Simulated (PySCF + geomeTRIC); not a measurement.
All values below come from TPSS-D3(BJ)/def2-SVP (PySCF + geomeTRIC). fastk is a local helper that only speeds up exchange builds. No frequencies were computed at this level.

```python
import json, numpy as np
from pyscf import gto, dft
from fastk import lowrank_exchange
atoms = """
Nb     0.058522    -0.041148    -0.003887
O      1.303115     0.960303     0.509651
S     -1.960436     1.220879    -0.128197
H     -1.546297     2.418249     0.268887
S     -0.295865    -1.855004     1.508997
H     -1.286810    -2.333864     0.737478
S      0.608062    -0.957618    -2.135001
H      1.805255    -0.425952    -2.351040
"""
def scf(charge, spin, dm0=None):
    mol = gto.M(atom=atoms, basis='def2-svp', ecp={'Nb': 'def2-svp'}, charge=charge, spin=spin, verbose=3, max_memory=15120)
    mf = dft.KS(mol, xc='tpss').density_fit(auxbasis="def2-universal-jkfit")
    mf.disp = 'd3bj'
    mf.grids.level = 3
    mf.conv_tol = 1e-8
    mf.max_cycle = 120
    mf.level_shift = 0.25
    mf.kernel(dm0)
    if not mf.converged:
        mf = mf.newton().run(mf.mo_coeff, mf.mo_occ).undo_soscf()
    return mf
mf = scf(0, 0)
from pyscf.geomopt.geometric_solver import kernel as optimize
path = []
done, mol = optimize(mf, maxsteps=120, assert_convergence=False, callback=lambda env: path.append((env["energy"], bool(env["g_scanner"].converged))))
res = dict(converged=bool(done and path[-1][1]), energy=path[-1][0], path=[e for e, c in path], xyz=mol.atom_coords(unit="Angstrom").tolist(), nao=mol.nao)
json.dump(res, open("result.json", "w"))
```

Output:

```
converged SCF energy = -1328.44795655592
Geometry optimization cycle 1
converged SCF energy = -1328.44795655374
cycle 1: E = -1328.44795655  dE = -1328.45  norm(grad) = 0.0512639
Geometry optimization cycle 2
converged SCF energy = -1328.45045815053
cycle 2: E = -1328.45045815  dE = -0.0025016  norm(grad) = 0.0156882
Geometry optimization cycle 3
converged SCF energy = -1328.45102066087
cycle 3: E = -1328.45102066  dE = -0.00056251  norm(grad) = 0.00565997
Geometry optimization cycle 4
converged SCF energy = -1328.45128655547
cycle 4: E = -1328.45128656  dE = -0.000265895  norm(grad) = 0.00357249
Geometry optimization cycle 5
converged SCF energy = -1328.45133492992
cycle 5: E = -1328.45133493  dE = -4.83745e-05  norm(grad) = 0.00173517
Geometry optimization cycle 6
converged SCF energy = -1328.45135705888
cycle 6: E = -1328.45135706  dE = -2.2129e-05  norm(grad) = 0.000813508
Geometry optimization cycle 7
converged SCF energy = -1328.4513625246
cycle 7: E = -1328.45136252  dE = -5.46572e-06  norm(grad) = 0.00077142
Geometry optimization cycle 8
converged SCF energy = -1328.45136549257
cycle 8: E = -1328.45136549  dE = -2.96797e-06  norm(grad) = 0.00071441
Geometry optimization cycle 9
converged SCF energy = -1328.45136579305
cycle 9: E = -1328.45136579  dE = -3.00482e-07  norm(grad) = 0.000662447
Geometry optimization cycle 10
converged SCF energy = -1328.45136763629
cycle 10: E = -1328.45136764  dE = -1.84324e-06  norm(grad) = 0.000507299
Geometry optimization cycle 11
converged SCF energy = -1328.45136791605
cycle 11: E = -1328.45136792  dE = -2.79764e-07  norm(grad) = 0.000542814
Geometry optimization cycle 12
converged SCF energy = -1328.45136744894
cycle 12: E = -1328.45136745  dE = 4.67113e-07  norm(grad) = 0.000635892
Geometry optimization cycle 13
converged SCF energy = -1328.4513685602
cycle 13: E = -1328.45136856  dE = -1.11126e-06  norm(grad) = 0.000472076
Geometry optimization cycle 14
converged SCF energy = -1328.45136936152
cycle 14: E = -1328.45136936  dE = -8.01326e-07  norm(grad) = 0.000338089
<class 'geometric.internal.Distance'> : 7
<class 'geometric.internal.Angle'> : 9
<class 'geometric.internal.Dihedral'> : 9
<class 'geometric.internal.TranslationX'> : 1
<class 'geometric.internal.TranslationY'> : 1
<class 'geometric.internal.TranslationZ'> : 1
<class 'geometric.internal.RotationA'> : 1
<class 'geometric.internal.RotationB'> : 1
<class 'geometric.internal.RotationC'> : 1
Step    0 : Gradient = 1.812e-02/2.631e-02 (rms/max) Energy = -1328.4479565537
Step    1 : Displace = 3.789e-02/4.903e-02 (rms/max) Trust = 1.000e-01 (=) Grad = 5.547e-03/1.128e-02 (rms/max) E (change) = -1328.4504581505 (-2.502e-03) Quality = 0.961
Step    2 : Displace = 3.080e-02/4.799e-02 (rms/max) Trust = 1.414e-01 (+) Grad = 2.001e-03/2.497e-03 (rms/max) E (change) = -1328.4510206609 (-5.625e-04) Quality = 1.374
Step    3 : Displace = 3.663e-02/5.160e-02 (rms/max) Trust = 2.000e-01 (+) Grad = 1.263e-03/2.293e-03 (rms/max) E (change) = -1328.4512865555 (-2.659e-04) Quality = 1.147
Step    4 : Displace = 1.544e-02/2.093e-02 (rms/max) Trust = 2.828e-01 (+) Grad = 6.135e-04/1.339e-03 (rms/max) E (change) = -1328.4513349299 (-4.837e-05) Quality = 1.206
Step    5 : Displace = 1.532e-02/1.994e-02 (rms/max) Trust = 3.000e-01 (+) Grad = 2.876e-04/3.970e-04 (rms/max) E (change) = -1328.4513570589 (-2.213e-05) Quality = 0.856
Step    6 : Displace = 8.994e-03/1.609e-02 (rms/max) Trust = 3.000e-01 (=) Grad = 2.727e-04/3.956e-04 (rms/max) E (change) = -1328.4513625246 (-5.466e-06) Quality = 0.643
Step    7 : Displace = 1.090e-02/2.140e-02 (rms/max) Trust = 3.000e-01 (=) Grad = 2.526e-04/5.433e-04 (rms/max) E (change) = -1328.4513654926 (-2.968e-06) Quality = 0.355
Step    8 : Displace = 1.068e-02/2.113e-02 (rms/max) Trust = 3.000e-01 (=) Grad = 2.342e-04/4.897e-04 (rms/max) E (change) = -1328.4513657931 (-3.005e-07) Quality = 0.040
Step    9 : Displace = 5.185e-03/8.812e-03 (rms/max) Trust = 5.342e-03 (-) Grad = 1.794e-04/2.740e-04 (rms/max) E (change) = -1328.4513676363 (-1.843e-06) Quality = 0.276
Step   10 : Displace = 4.843e-03/7.446e-03 (rms/max) Trust = 5.342e-03 (=) Grad = 1.919e-04/3.420e-04 (rms/max) E (change) = -1328.4513679161 (-2.798e-07) Quality = 0.028
Step   11 : Displace = 2.234e-03/3.183e-03 (rms/max) Trust = 2.422e-03 (-) Grad = 2.248e-04/4.926e-04 (rms/max) E (change) = -1328.4513674489 (+4.671e-07) Quality = -0.058
Step   12 : Displace = 1.101e-03/1.592e-03 (rms/max) Trust = 1.117e-03 (-) Grad = 1.669e-04/3.643e-04 (rms/max) E (change) = -1328.4513685602 (-1.111e-06) Quality = 0.504
Step   13 : Displace = 1.082e-03/1.740e-03 (rms/max) Trust = 1.117e-03 (=) Grad = 1.195e-04/2.492e-04 (rms/max) E (change) = -1328.4513693615 (-8.013e-07) Quality = 0.367
Converged! =D
```

Cost: about 8 core-minutes (a rough figure).
